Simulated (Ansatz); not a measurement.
One change: `CC(C)(C)[NH][Sn]([F])([F])[F]` becomes `CC(C)(C)[NH][Sn]([Cl])([Cl])[Cl]`.

Ansatz, PBE0-D4/def2-TZVP geometries, multiplicity 1. Each molecule was computed in one conformer, which needn't be the lowest.

Elements past krypton have def2 core potentials.

```json
{"property": "HOMO energy (ωB97M-V/def2-TZVPP) / eV", "`CC(C)(C)[NH][Sn]([F])([F])[F]`": "-10.31"}
{"property": "HOMO energy (PBE/def2-TZVPP) / eV", "`CC(C)(C)[NH][Sn]([F])([F])[F]`": "-6.54"}
{"property": "size of the dipole moment (ωB97M-V/def2-TZVPP) / D", "`CC(C)(C)[NH][Sn]([F])([F])[F]`": "4.75"}
{"property": "size of the dipole moment (PBE/def2-TZVPP) / D", "`CC(C)(C)[NH][Sn]([F])([F])[F]`": "4.77"}
{"property": "LUMO energy (PBE/def2-TZVPP) / eV", "`CC(C)(C)[NH][Sn]([F])([F])[F]`": "-3.06"}
{"property": "HOMO–LUMO gap (B3LYP/def2-TZVPP) / eV", "`CC(C)(C)[NH][Sn]([F])([F])[F]`": "5.31"}
```

Question: What does the change do to each property? (An estimate is asked.)

Answer: Computed: 
| property | `CC(C)(C)[NH][Sn]([Cl])([Cl])[Cl]` | shift |
| --- | --- | --- |
| HOMO energy (ωB97M-V/def2-TZVPP) / eV | -9.91 | 0.40 |
| HOMO energy (PBE/def2-TZVPP) / eV | -6.24 | 0.30 |
| size of the dipole moment (ωB97M-V/def2-TZVPP) / D | 3.42 | -1.33 |
| size of the dipole moment (PBE/def2-TZVPP) / D | 3.55 | -1.22 |
| LUMO energy (PBE/def2-TZVPP) / eV | -3.12 | -0.06 |
| HOMO–LUMO gap (B3LYP/def2-TZVPP) / eV | 4.87 | -0.44 |

With PBE0 the HOMO rises by 0.37 eV and the LUMO falls by 0.13 eV, so the gap narrows by about 0.50 eV. PBE moves the HOMO by 0.30 eV and ωB97M-V by 0.40 eV. Dipoles are sizes alone; their direction can turn.

B3LYP here is the variant with VWN-RPA as its local correlation; programs differ in this.
